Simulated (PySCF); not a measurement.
SbF₃, SMILES [F][Sb]([F])[F].

The structure is a stationary point at PBE-D3(BJ)/def2-SVP. The isomer is the one that the SMILES or the coordinates give; other isomers of the formula were not compared. The def2 effective core potentials stand for the cores of Sb; spin–orbit coupling is left out.

Method: PBE-D3(BJ)/def2-SVP run with PySCF 2.14.0.

Frequencies are harmonic and unscaled.

Modes within 1.5 cm⁻¹ of each other (mostly degenerate sets) share a row, with their intensities summed.

**Question.** List the normal modes with their intensities. (An estimate is asked for; the answer gives what the named calculation found.)

**Answer.** 
```
mode  ν (cm⁻¹)  IR (km/mol)  Raman (Å⁴/amu)  depolarisation  moving atoms (share of kinetic energy)
----  --------  -----------  --------------  --------------  --------------------------------------
1–2        179          9.5             1.8            0.75                                  F 94 %
3          221         20.3             1.2            0.71                         F 81 %, Sb 19 %
4–5        622        137.3            12.4            0.75                         F 85 %, Sb 15 %
6          630         42.8             9.4            0.00                         F 87 %, Sb 13 %
```
